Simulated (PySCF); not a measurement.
## Spinor energies of Ba⁵⁰⁺ (barium, charge +50)

Start: [He] 2s2 2p2; 2p1/2 filled at m_j = -1/2, +1/2. Calculated with PySCF 2.14 in an uncontracted even-tempered set (17 s from 30 bohr⁻², ratio 2.4; 12 p from 38 bohr⁻², ratio 2.4; 5 d from 130 bohr⁻², ratio 2.6; 4 f from 190 bohr⁻², ratio 2.6): generalised Hartree-Fock with the X2C-1e Hamiltonian and a Gaussian nucleus; one run each with spin-orbit coupling (SO) switched off, then screened by Boettger's factors.

| spinor shell | electrons | ε, spin-free (eV) | ε, screened SO (eV) | weight of nominal j (screened SO) | rms radius, screened SO (bohr) |
| --- | --- | --- | --- | --- | --- |
| 1s1/2 | 2 | -42217.0 | -42191.0 | 1.000 | 0.0291 |
| 2s1/2 | 2 | -9934.2 | -9926.3 | 1.000 | 0.114 |
| 2p1/2 | 2 | -9489.7 | -9750.6 | 1.000 | 0.0966 |

```json
{"quantity": "E (hartree)", "spin-free": "-4719.05281", "screened SO": "-4739.54835"}
{"quantity": "M_J", "spin-free": "0", "screened SO": "0"}
{"quantity": "⟨J²⟩", "spin-free": "2.000", "screened SO": "0.000"}
{"quantity": "⟨L²⟩", "spin-free": "2.000", "screened SO": "1.333"}
{"quantity": "⟨S²⟩", "spin-free": "2.000", "screened SO": "1.333"}
```

Breit and QED terms are absent; they matter most for the inner s and p1/2 levels.

Densities and radii are taken from the X2C orbitals without a picture-change correction, which distorts them close to the nucleus.

Without spin-orbit coupling the j labels of p, d and f shells carry no meaning; the spin-free column gives the mean over the occupied spinors of each nl shell.
